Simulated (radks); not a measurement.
Results of a calculation; reference values are marked as such.
Species: W18+. Configuration: [Kr] 4d10 4f10.

Code: a radial shooting solver on a logarithmic mesh with Libxc functionals. Model: Dirac Kohn-Sham, LB94 model potential, spin-unpolarised, spherical densities, finite nucleus; open shells fill j = l - 1/2 first; Fermi nuclear charge, rms radius 5.3658 fm.

Energy parts (hartree):
part                   energy
kinetic            18115.7575
electron-nucleus  -39191.1676
Hartree             5342.4502
(The LB94 potential has no energy functional, so no total or exchange-correlation energy is given.)

Orbitals (lengths in bohr, moments of r in powers of bohr; <r^-3> diverges for s and p1/2):
orbital  occ.  eigenvalue (hartree)  <1/r>      <r^2>  <r^-3>      <r>  small-component weight
1s1/2       2             -2575.016  87.12  0.0004619       -  0.01833                7.80e-02
2s1/2       2             -458.6097  21.21   0.007037       -  0.07682                1.77e-02
2p1/2       2             -439.7760  21.21   0.005016       -  0.06349                1.78e-02
2p3/2       4             -389.6474  17.81   0.006215   16430  0.07146                1.61e-02
3s1/2       2             -118.6691  7.783    0.04590       -   0.2001                5.82e-03
3p1/2       2             -110.1677  7.712    0.04206       -   0.1900                5.78e-03
3p3/2       4             -99.32931  6.834    0.04856    3718   0.2046                5.28e-03
3d3/2       4             -84.88479  6.732    0.03762   644.5   0.1790                5.17e-03
3d5/2       6             -82.52069  6.524    0.03941   547.8   0.1835                5.04e-03
4s1/2       2             -37.04700  3.308     0.2227       -   0.4443                1.96e-03
4p1/2       2             -33.50352  3.212     0.2277       -   0.4475                1.89e-03
4p3/2       4             -30.90838  2.907     0.2599   891.7   0.4786                1.70e-03
4d3/2       4             -25.02670  2.726     0.2734   139.8   0.4872                1.53e-03
4d5/2       6             -24.52955  2.655     0.2841   116.6   0.4970                1.48e-03
4f5/2       6             -17.06984  2.353     0.3079   24.90   0.5112                1.20e-03
4f7/2       4             -16.96227  2.328     0.3133   23.91   0.5159                1.18e-03

The highest occupied level is 4f7/2 at -461.57 eV. For comparison, the ionisation energy in NIST's Atomic Spectra Database is 462 eV (semi-empirical). In exact Kohn-Sham theory the highest level is minus the ionisation energy, but local and semilocal functionals leave it too shallow, through self-interaction and a potential that decays too fast; potentials with the right tail come closer. Summed over all electrons, <r^2> = 8.646 bohr^2, which gives a Langevin (diamagnetic) susceptibility term of -6.85 x 10^-6 cm^3/mol.

Beside tabulated values, note that spin-unpolarised runs miss the spin-polarisation part of the exchange energy of open shells.
